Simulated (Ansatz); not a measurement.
Breaking the Ge1–H3 bond in FGeH3 (SMILES [F][GeH3]) (multiplicity 1 held, fragments rigid). Energies count from the point at 1.534 Å.
Geometry at that point (charge 0, multiplicity 1):
```xyz
5

Ge    -0.3005     0.1226    -0.0579
F      1.2981    -0.5297     0.2501
H     -0.9424    -0.7984    -1.1039
H     -0.0854     1.5490    -0.5810
H     -1.0394     0.0929     1.2866
```

Restricted levels (R-, RO-) in cc, def2 and unpolarised 6-31G sets keep to the state of the molecule at rest. Active spaces are followed from a long bond inwards. Curves can end on different states.

Frozen-core correlation. Filled d and f shells under p-block atoms count as core.

Programs: Ansatz (Gaussian orbitals). Values without a source in brackets are computed.

Question: Give the energy at R = 4.910 Å at the level R-r2SCAN/cc-pVTZ.

Answer: 122.9 kcal/mol

Question: Give the energy at R = 4.910 Å at the level FIC-MRCISD on CASSCF(2,2)/cc-pVTZ.

Answer: 88.5 kcal/mol

Question: What energy at R = 4.910 Å does R-HF/cc-pVTZ give?

Answer: 171.8 kcal/mol

Doubts at one or more of the structures used: a restricted determinant that unrestricted orbitals would lower (R-HF/cc-pVTZ, R-r2SCAN/cc-pVTZ).

Ansatz is a quantum-chemistry and plane-wave program.
